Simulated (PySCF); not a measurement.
Excitation energy of Ne by level of theory

Ne [Ne] (1S) → Ne [He] 2s2 2p5 3s1, s spin flipped, as a difference of total energies. All numbers are calculated (PySCF 2.14, the spin-free X2C one-electron Hamiltonian (Gaussian nucleus), in aug-cc-pCVTZ-DK with one added diffuse shell each of s, p, d, f type (8s7p5d3f, 75 functions)). Correlated levels: valence: 1s2 frozen; valence and next inner shell: nothing frozen. The calculations carry no spin-orbit coupling.

| method | excitation energy (eV) |
| --- | --- |
| UHF | 15.002 |
| LDA | 17.112 |
| PBE | 16.613 |
| PBE0 | 16.462 |
| r2SCAN | 16.622 |
| r2SCANh | 16.551 |
| TPSS | 16.598 |
| wB97X-V | 16.666 |
| HSE06 | 16.464 |
| MP2 (valence) | 16.839 |
| SCS-MP2 (valence) | 16.715 |
| MP2 (valence and next inner shell) | 16.855 |
| SCS-MP2 (valence and next inner shell) | 16.724 |

Question: How much does correlation contribute at MP2 (valence and next inner shell)?

Answer: 16.855 − (15.002) = 1.853 eV, measured against UHF.

The upper determinant mixes two multiplicities, so it lies between the two terms.

The promoted electron is Rydberg-like, and one or two diffuse shells describe it only roughly, which tends to raise the upper state.
